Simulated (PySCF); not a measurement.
# Interval between two levels of Sr⁺ by level of theory

Sr⁺ [Kr] 5s1 [2S1/2, M_J = 1/2] → Sr⁺ [Kr] 4d1 [2D5/2, M_J = 5/2], as a difference of total energies. Calculation: PySCF 2.14, in x2c-TZVPall-2c with one added diffuse shell each of s, p, d type (9s10p8d1f, 86 functions); the two-component X2C-1e Hamiltonian. Correlated levels: [Ar] 3d10 frozen; the 6 highest virtual spinors dropped. "Screened" scales the spin-orbit matrix elements by Boettger's factors to mimic the two-electron term; Breit and QED terms are absent.

```tsv
method	interval between two levels (cm⁻¹)
GHF (spin-free)	15972
GMP2 (spin-free)	16633
GHF (screened spin-orbit)	16056
GMP2 (screened spin-orbit)	16763
```

The spin-free rows lack the spin-orbit shift.

Errors of the correlated levels include the incompleteness of this basis and the frozen core.

For comparison: 14836 cm⁻¹ (measured; NIST Handbook of Basic Atomic Spectroscopic Data (Sansonetti and Martin, J. Phys. Chem. Ref. Data 34, 1559 (2005))).
